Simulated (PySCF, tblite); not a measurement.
Compound: C₅H₁₂N₂OSi.
Structure used (GFN2-xTB), in Å, numbered top down from 1:
```
atom  x, y, z in Å
C1     2.7935    0.1640   -0.6561
C2     2.1791   -0.9385   -0.2573
Si3    0.6193   -0.9894    0.8041
O4     0.6677   -0.0353    2.1218
N5    -0.6778   -0.4620   -0.2035
C6    -0.8132   -0.8154   -1.5950
C7    -1.8569    0.1499    0.3582
C8    -1.8648    1.6473    0.1627
N9    -0.9317    2.3527   -0.2837
H10    3.6938    0.1488   -1.2526
H11    2.4250    1.1468   -0.4035
H12    2.6084   -1.8900   -0.5441
H13    0.4262   -2.2875    1.4502
H14    0.8046    0.9058    2.0452
H15   -1.1314    0.0506   -2.1827
H16    0.1461   -1.1590   -1.9729
H17   -1.5519   -1.6141   -1.7353
H18   -1.8926   -0.0395    1.4349
H19   -2.7665   -0.2780   -0.0818
H20   -2.7757    2.1557    0.4668
H21   -0.1099    1.8041   -0.5514
```

The calculation used PBE0/pcSseg-1 in PySCF (dipole) on a GFN2-xTB geometry, gas phase.

Take the most abundant isotopes and a rigid rotor. The values belong to one conformer with, in the numbering `[H]/[N:9]=[CH:8]\[CH2:7][N:5]([Si@@H:3]([CH:2]=[CH2:1])[OH:4])[CH3:6]`, C1–C2–Si3–O4 -48°, C2–Si3–O4–H 59°, C2–Si3–N5–C6 39°, Si3–N5–C7–C8 104°, N5–C7–C8–N9 -8°.

**Question.** Give the principal moments of inertia and the rotational constants in cm⁻¹.

**Answer.** Ia = 280.20, Ib = 511.04, Ic = 528.04 u·Å²; 505379 MHz·u·Å²/I gives 1804, 988.9 and 957.1 MHz, that is A = 0.06016, B = 0.03299, C = 0.03193 cm⁻¹.

**Question.** Classify the top.

**Answer.** A near-prolate asymmetric top. Ray's parameter κ = (2B − A − C)/(A − C) = -0.925; −1 is the prolate and +1 the oblate limit.

**Question.** What does the inertial defect say?

**Answer.** Not planar: Δ = Ic − Ia − Ib = -263.21 u·Å². For a rigid frame Δ = −2 Σ m c², so Σ m c² = 131.60 u·Å² lies off the ab plane: 24.80 from hydrogen and 106.80 from heavier atoms. The atom farthest from that plane is 2.20 Å away.

**Question.** Give the other two planar moments, Paa and Pbb, and the rms extents of the mass along the axes.

**Answer.** Paa = Σ m a² = (Ib + Ic − Ia)/2 = 379.44 and Pbb = Σ m b² = (Ia + Ic − Ib)/2 = 148.60 u·Å². With the mass M = 144.07 u, the rms extents √(P/M) along a, b and c are 1.62, 1.02, 0.96 Å.

**Question.** Where do the levels up to J = 2 lie, in K?

**Answer.** Above 0(0,0), as E/k:
J = 1: 1(0,1) 0.093, 1(1,1) 0.132, 1(1,0) 0.134
J = 2: 2(0,2) 0.280, 2(1,2) 0.318, 2(1,1) 0.322, 2(2,1) 0.440, 2(2,0) 0.440
Those of J = 1 are B + C, A + C and A + B.

**Question.** Which lines would a microwave search look for?

**Answer.** The dipole components are |μa| = 0.31 D, |μb| = 1.16 D, |μc| = 1.23 D. The squared components, which scale the intensities, stand as 0.06 : 0.89 : 1.00 (a : b : c). Some lines, for components of 0.1 D or more:

```csv
type,branch,"J(Ka,Kc)",MHz,lower level (cm⁻¹)
c,Q,"3(1,3) ← 3(0,3)",739,0.389
b,Q,"1(1,0) ← 1(0,1)",847,0.065
b,Q,"2(1,1) ← 2(0,2)",879,0.195
a,R,"1(0,1) ← 0(0,0)",1946,0.000
c,Q,"3(2,2) ← 3(1,2)",2397,0.420
b,Q,"3(2,1) ← 3(1,2)",2402,0.420
b,Q,"2(2,0) ← 2(1,1)",2445,0.224
b,R,"1(1,1) ← 0(0,0)",2761,0.000
c,R,"1(1,0) ← 0(0,0)",2793,0.000
b,R,"2(0,2) ← 1(1,1)",3076,0.092
b,R,"3(1,2) ← 2(2,1)",3441,0.306
a,R,"2(1,2) ← 1(1,1)",3860,0.092
c,Q,"3(3,1) ← 3(2,1)",4149,0.500
b,Q,"3(3,1) ← 3(2,2)",4154,0.500
c,R,"2(1,1) ← 1(0,1)",4770,0.065
b,R,"3(0,3) ← 2(1,2)",5051,0.221
a,R,"3(0,3) ← 2(0,2)",5834,0.195
a,R,"3(2,2) ← 2(2,1)",5838,0.306
a,R,"3(2,1) ← 2(2,0)",5842,0.306
b,R,"2(2,1) ← 1(1,0)",6368,0.093
b,R,"3(1,3) ← 2(0,2)",6574,0.195
c,R,"3(2,2) ← 2(1,2)",8378,0.221
```

Its GFN2-xTB frequencies are all real (lowest 29 cm⁻¹). These are rigid-rotor constants of the computed structure; measured ground-state constants (B0) also hold zero-point vibration. A rigid rotor knows nothing of internal rotation, which can split or shift real lines. Quadrupole hyperfine structure (14N) is left out.
